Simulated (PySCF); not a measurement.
# Excitation energy of Pd²⁺ by level of theory

Pd²⁺ [Kr] 4d8 (3F) → Pd²⁺ [Kr] 4d7 5s1 (5F), as a difference of total energies. All numbers are calculated (PySCF 2.14, a scalar-relativistic core potential, in aug-cc-pVTZ-PP with ECP28MDF (6s6p5d3f2g, 88 functions)). Correlated levels: valence: 4s2 4p6 frozen. The calculations carry no spin-orbit coupling.

```tsv
method	excitation energy (eV)
UHF	5.942
MP2 (valence)	6.641
SCS-MP2 (valence)	6.986
CCSD (valence)	6.535
CCSD(T) (valence)	6.560
```

Task: How much does correlation contribute at CCSD(T) (valence)?

Result: 6.560 − (5.942) = 0.618 eV, measured against UHF.
